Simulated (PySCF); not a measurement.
Species: C₃H₆BF₃N₂S.
Atom-mapped SMILES: `[F:1][C:2]([F:3])([F:4])[S:5][B:6]1[NH:7][CH2:8][CH2:9][NH:10]1` (hydrogens: H11 on N7; H12, H13 on C8; H14, H15 on C9; H16 on N10)

The closed-shell ground state was solved at several levels (PySCF, density fitting, gas phase, non-relativistic). Isolated species at its PBE0-D3(BJ)/def2-SVP geometry (one conformer only).

| level | basis functions | total energy (Eh) | HOMO (eV) | LUMO (eV) | gap (eV) | dipole (D) |
| --- | --- | --- | --- | --- | --- | --- |
| PBE0/pcSseg-1 | 207 | -949.3282 | -6.43 | 0.57 | 7.00 | 3.51 |
| PBE0/def2-SVPD | 264 | -948.9058 | -6.51 | 0.12 | 6.63 | 3.36 |

(1) Estimate the row for KT2/pcSseg-1, a basis of 207 functions; the other rows only guide the guess.

(2) Over all these levels, which gives the widest orbital gap and which the narrowest?

(3) How far do the dipole and the HOMO energy spread over the levels?

Results:

(1) Total energy -961.3335 Eh, HOMO -5.16 eV, LUMO -0.56 eV, gap 4.60 eV, dipole 3.34 D.

(2) PBE0/pcSseg-1 (global hybrid, 25 % exact exchange) has the widest, 7.00 eV, and KT2/pcSseg-1 (GGA) the narrowest, 4.60 eV. The two share the basis. From the narrowest to the widest the HOMO moves by -1.27 eV and the LUMO by +1.13 eV.

(3) The dipole runs from 3.34 to 3.51 D (mean 3.40 D) and the HOMO from -6.51 to -5.16 eV.
